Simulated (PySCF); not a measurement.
Ionisation energy of Al⁺ by level of theory

Al⁺ [Ne] 3s2 (1S) → Al²⁺ [Ne] 3s1 (2S), as a difference of total energies. Computed with PySCF 2.14 in def2-TZVP (5s5p2d1f, 37 functions), with no relativity, point nucleus. Correlated levels: valence: [Ne] frozen. The calculations carry no spin-orbit coupling.

```json
{"method": "UHF", "ionisation energy (eV)": "17.529", "error (eV)": "-1.300"}
{"method": "MN15", "ionisation energy (eV)": "18.642", "error (eV)": "-0.187"}
{"method": "M06-L", "ionisation energy (eV)": "18.686", "error (eV)": "-0.143"}
{"method": "MP2 (valence)", "ionisation energy (eV)": "18.271", "error (eV)": "-0.558"}
{"method": "SCS-MP2 (valence)", "ionisation energy (eV)": "18.420", "error (eV)": "-0.409"}
{"method": "CCSD (valence)", "ionisation energy (eV)": "18.600", "error (eV)": "-0.229"}
```

Reference: 18.829 eV (measured; NIST Atomic Spectra Database, ionization energies).

Errors of the correlated levels include the incompleteness of this basis and the frozen core.

With two correlated electrons CCSD is exact in that space.
